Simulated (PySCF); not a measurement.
Substituent chemical shifts

Parent skeleton `[CH:1]#[C:2][C:3]([SiH3:4])=[C:5]=[S:6]`; one hydrogen on atom 4 is replaced by X. Hydrogens on one atom are averaged.

One conformer, rapidly exchanging positions averaged, non-relativistic, gas phase. Geometry: GFN2-xTB; GIAO PBE0/pcSseg-1 shieldings; PySCF 2.14.

Chemical shifts δ = σref − σ; 13C and 29Si and 1H vs TMS; CS2 for 33S, all at this level.

Parent (X = H): C1 93.2, C2 72.5, C3 43.6, Si4 -48.5, C5 249.3, S6 239.6, H(C1) 2.70, H(Si4) 4.54 ppm. Effects are Δδ = δ(X) − δ(H), positive for deshielding.

(1) Give Δδ (ppm) for X = C2H5, Cl, SCH3, CHO, OH, CH2OCH3, OC2H5, cPr, CCl3.

(2) Which position responds most, and to which substituents?

Answers

(1) 
```
      X                       SMILES    C1    C2    C3    Si4    C5     S6  H(C1)  H(Si4)
   C2H5           C#CC(=C=S)[SiH2]CC  -1.5  +0.9  +1.3  +31.7  -2.7  -14.7  -0.11   +0.05
     Cl           C#CC(=C=S)[SiH2]Cl  +2.2  -0.9  +8.6  +51.3  +5.1  +30.9  +0.14   +0.98
   SCH3           C#CC(=C=S)[SiH2]SC  +1.7  -0.5  +1.5  +25.1  +1.8  +34.1  +0.10   +0.62
    CHO          C#CC(=C=S)[SiH2]C=O  +2.1  -1.4  -2.4  -25.3  -1.9   +0.7  +0.25   -0.15
     OH            C#CC(=C=S)[SiH2]O  -2.5  +1.5  +2.7  +25.8  -4.0   -0.4  -0.11   +0.76
CH2OCH3          C#CC(=C=S)[SiH2]COC  +0.4  +0.3  +1.5  +12.8  +3.7  +10.6  +0.03   +0.14
  OC2H5          C#CC(=C=S)[SiH2]OCC  -0.9  -0.9  +3.5  +23.1  +2.3  +17.8  -0.12   +0.65
    cPr        C#CC(=C=S)[SiH2]C1CC1  -1.2  +0.5  +1.9  +25.7  +1.4   +3.0  -0.06   -0.04
   CCl3  C#CC(=C=S)[SiH2]C(Cl)(Cl)Cl  +4.6  -2.4  +1.3  +28.1  +4.5  +62.4  +0.25   +0.34
```

(2) S6: from -14.7 ppm with C2H5 to +62.4 ppm with CCl3.
